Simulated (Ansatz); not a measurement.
System: SbH, charge 0, triplet. SbH (SMILES [SbH], triplet).
B3LYP-D3(BJ)/def2-TZVP minimum from Ansatz (an electronic-structure program):
```xyz
2

Sb     0.0000     0.0000    -0.0331
H      0.0000     0.0000     1.6894
```
Charge 0, spin multiplicity 3.

Total energies in def2-TZVPP, 6 correlated electrons, 9 frozen orbitals. Radicals and triplets start from unrestricted determinants; spin-orbit coupling is neglected. Cores are frozen in correlated methods (noble-gas shells, and filled d and f shells in the p block). Past Kr the def2 sets carry scalar-relativistic core potentials. Spin-orbit terms, left out, reach several kcal/mol for Br and I, and more for heavier atoms.

| method | program | energy (Eh) | minus CCSDTQ (mEh) |
|---|---|---|---|
| HF | Ansatz | -239.83685 | 107.72 |
| MP2 | Ansatz | -239.92110 | 23.48 |
| CCSD | Ansatz | -239.94059 | 3.99 |
| CCSD(T) | Ansatz | -239.94379 | 0.78 |
| CCSDT(Q) | Ansatz | -239.94457 | 0.01 |
| CCSDTQ | Ansatz | -239.94458 | 0.00 |

Rough core times of Ansatz's runs on a shared machine: CCSD(T) under 20 s, CCSDT(Q) 20 s, CCSDTQ 8 min.
